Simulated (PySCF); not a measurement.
Coordinates in bohr (charge 0 multiplicity 1):
```
Sn    0.0000    0.0000    0.0000
Br    4.8179    0.0000    0.0000
Br    0.0000    4.8179    0.0000
Br   -4.8179    0.0000    0.0000
Br    0.0000   -4.8179    0.0000
```

Level of theory: PBE in PySCF with Sn def2-SVP with ECP28, Br def2-SVP; scalar-relativistic core potentials, no spin–orbit coupling; density-fitted integrals.

This geometry of SnBr₄ is a stationary point at this level.

Q: What is the point group?

A: D4h.

Q: Is it a minimum?

A: No: it has 1 imaginary mode, at 50i cm⁻¹ (b2u).

Q: List the harmonic modes with their infrared intensities.

A: 
| symmetry | ω (cm⁻¹) | IR (km/mol, summed over degenerate members) |
| --- | --- | --- |
| b2u | 50i | – |
| a2u | 95 | 2.9 |
| eu | 100 | 7.0 |
| b2g | 106 | 0.0 |
| b1g | 172 | 0.0 |
| a1g | 192 | 0.0 |
| eu | 262 | 112 |

Q: Give the atomic charges and bond orders.

A: 
```
     atom  Mulliken  Löwdin  polar tensor  Mayer order to Sn1
      Sn1      0.69    0.17          1.66                   –
Br2,3,4,5     -0.17   -0.04         -0.41                0.95
```

In D4h the vibrations span b2u + a2u + 2eu + b2g + b1g + a1g. The a1g, b1g, b2g, b2u modes carry no infrared intensity, as symmetry demands. With a centre of inversion only u modes can be infrared active and only g modes Raman active.

Other isomers or separated fragments may lie lower. At this level a singlet minimum of Td symmetry lies 137 kJ/mol below this structure.
